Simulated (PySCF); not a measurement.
Ionising ZnO

r²SCAN; basis Zn jorge-DZP-DKH, O jorge-DZP-DKH; spin-free X2C with a Gaussian nucleus; PySCF 2.14. Neutral (UKS): triplet (σ ↑, π ↑), Re = 1.833 Å, ωe = 564 cm⁻¹, De = 1.90 eV, HOMO -5.74 eV, LUMO -4.51 eV.

ZnO⁺ (UKS): doublet (π ↑), Re = 1.778 Å, ωe = 658 cm⁻¹, De = 1.93 eV to Zn⁺ + O. The energies at the minima are -1870.83706 hartree for ZnO and -1870.50687 for ZnO⁺.

(1) Work out the adiabatic ionisation energy, without and with harmonic zero-point energies (1 hartree = 27.2114 eV, 1 eV = 8065.5 cm⁻¹), and the change of the bond length.

For an ion De counts to the pair picked by the measured ionisation energies or electron affinities, which need not be the lowest pair at this level. States were picked by a PBE0 search and need not be the measured ground states.

Answers

(1) At r²SCAN: 0.33019 hartree = 8.985 eV between the minima; the zero-point term (658.0 − 564.0)/2 cm⁻¹ = +0.006 eV makes it 8.991 eV. Re changes by -5.5 pm against the neutral. The electron leaves a σ orbital, and the shorter bond of the ion fits an antibonding orbital, or a change in how ionic the bond is.
